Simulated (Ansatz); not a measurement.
Process, species as SMILES: N#P (N-P) + H+ → [NH+]#P
B3LYP-D3(BJ)/def2-TZVP geometries, fixed; electronic energies without zero-point terms; positive where energy is released.

Basis-set convergence of the proton affinity at HF with Ansatz (an electronic-structure program). Cartesian d functions, on some or all atoms, in 6-31G**; all else is spherical. A restricted Hartree-Fock determinant is unstable towards unrestricted orbitals. The proton sits at the site shown, which need not be the one that binds it best. No added dispersion term, no relativity. Functions are those of the species that has most. Reference: the value in aug-pcseg-3, 205.29 kcal/mol, itself unsure by roughly 0.33 kcal/mol (its mean distance from aug-cc-pV(Q+d)Z, cc-pV(5+d)Z, def2-QZVPPD). Deviations are taken from unrounded values.

```json
[
 {"basis": "6-31G**", "functions": "39", "proton affinity (kcal/mol)": "203.78", "minus reference (kcal/mol)": "-1.51"},
 {"basis": "aug-pcseg-1", "functions": "59", "proton affinity (kcal/mol)": "199.33", "minus reference (kcal/mol)": "-5.96"},
 {"basis": "jun-cc-pV(T+d)Z", "functions": "101", "proton affinity (kcal/mol)": "204.49", "minus reference (kcal/mol)": "-0.80"},
 {"basis": "6-311++G(3df,3pd)", "functions": "104", "proton affinity (kcal/mol)": "204.42", "minus reference (kcal/mol)": "-0.88"},
 {"basis": "aug-pcseg-2", "functions": "119", "proton affinity (kcal/mol)": "204.88", "minus reference (kcal/mol)": "-0.41"},
 {"basis": "aug-cc-pV(T+d)Z", "functions": "124", "proton affinity (kcal/mol)": "204.56", "minus reference (kcal/mol)": "-0.74"},
 {"basis": "cc-pV(Q+d)Z", "functions": "149", "proton affinity (kcal/mol)": "205.04", "minus reference (kcal/mol)": "-0.25"},
 {"basis": "pcseg-3", "functions": "157", "proton affinity (kcal/mol)": "205.42", "minus reference (kcal/mol)": "0.12"},
 {"basis": "aug-cc-pV(Q+d)Z", "functions": "215", "proton affinity (kcal/mol)": "204.89", "minus reference (kcal/mol)": "-0.41"}
]
```
